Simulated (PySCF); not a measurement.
S(2+): excitation energy

S(2+) [Ne] 3s2 3p2 (3P) → S(2+) [Ne] 3s1 3p3 (5S), as a difference of total energies. All numbers are calculated (PySCF 2.14, no relativity, point nucleus, in def2-TZVPPD). Correlated levels: valence and next inner shell: 1s2 frozen. The calculations carry no spin-orbit coupling.

| method | excitation energy (eV) |
| --- | --- |
| UHF | 5.260 |
| MP2 (valence and next inner shell) | 6.617 |
| SCS-MP2 (valence and next inner shell) | 7.120 |
| CCSD (valence and next inner shell) | 6.896 |
| CCSD(T) (valence and next inner shell) | 6.963 |

Q: How much does correlation contribute at CCSD(T) (valence and next inner shell)?

A: 6.963 − (5.260) = 1.703 eV, measured against UHF.

A first-order spin-orbit estimate (lowest level to lowest level, LS coupling) adds 0.063 eV.
